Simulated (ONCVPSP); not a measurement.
N (Z = 7) ONCV: all-electron and pseudo phase curves

ONCVPSP 4.0.1 input, shortened (lines: element, Z, core and valence counts, functional; n l f; lmax; l rc ep ncon nbas qcut; lloc lpopt rc5 dvloc0; l nproj debl; icmod fcfact rcfact), PBEsol, scalar-relativistic:

```
  N 7.00    1    2  -116133      upf
    1    0    2.00
    2    0    2.00
    2    1    1.00
    1
    0    1.00    0.00    4    8    6.00
    1    1.80    0.00    4    9    9.00
    4    5    0.90   -1.00
    0    2    1.50
    1    1    2.90
    3    2.75    1.10
```

In the s channel the program set the typed energies aside and used -1.799, 0.250 Ha.

The phase is arctan(r·R′/R) of the radial function R(r), unwrapped; energies in Ha, scanned from -3 to 5 Ha. A pole is an energy at which the radial function vanishes at the test radius. The pseudo phase is shifted by a multiple of π to meet the all-electron one at the reference energy, and phase errors are pseudo minus all-electron; the curves can meet again beyond the range given. Levels narrower than the energy grid can be missing from the lists of poles.

| channel | radius (bohr) | reference energy (Ha) | poles, all-electron | poles, pseudo | unbroken range about the reference energy with phases within 0.05 rad | phase error 1 Ha above the reference energy (rad) |
| --- | --- | --- | --- | --- | --- | --- |
| s | 1.01 | -1.80 | 3.33 | 3.33 | the whole range | -0.000 |
| p | 1.82 | -1.37 | -1.00, 3.80 | -1.00, 4.43 | below 0.1 | +0.014 |

Phases in the s channel:

| E (Ha) | all-electron | pseudo |
| --- | --- | --- |
| -2.98 | -0.231 | -0.231 |
| -2.76 | -0.370 | -0.370 |
| -2.54 | -0.502 | -0.502 |
| -2.32 | -0.623 | -0.623 |
| -2.10 | -0.732 | -0.732 |
| -1.88 | -0.828 | -0.828 |
| -1.66 | -0.913 | -0.913 |
| -1.44 | -0.987 | -0.987 |
| -1.22 | -1.051 | -1.051 |
| -1.00 | -1.107 | -1.107 |
| -0.78 | -1.157 | -1.157 |
| -0.56 | -1.201 | -1.201 |
| -0.34 | -1.240 | -1.240 |
| -0.12 | -1.275 | -1.275 |
| 0.10 | -1.306 | -1.306 |
| 0.32 | -1.335 | -1.335 |
| 0.54 | -1.360 | -1.360 |
| 0.76 | -1.384 | -1.384 |
| 0.98 | -1.406 | -1.406 |
| 1.20 | -1.426 | -1.426 |
| 1.42 | -1.445 | -1.445 |
| 1.64 | -1.462 | -1.462 |
| 1.86 | -1.479 | -1.479 |
| 2.08 | -1.494 | -1.494 |
| 2.30 | -1.509 | -1.509 |
| 2.52 | -1.523 | -1.523 |
| 2.74 | -1.537 | -1.537 |
| 2.96 | -1.550 | -1.550 |
| 3.18 | -1.562 | -1.563 |
| 3.40 | -1.575 | -1.575 |
| 3.62 | -1.586 | -1.587 |
| 3.84 | -1.598 | -1.599 |
| 4.06 | -1.610 | -1.611 |
| 4.28 | -1.621 | -1.622 |
| 4.50 | -1.633 | -1.634 |
| 4.72 | -1.644 | -1.646 |
| 4.94 | -1.656 | -1.658 |
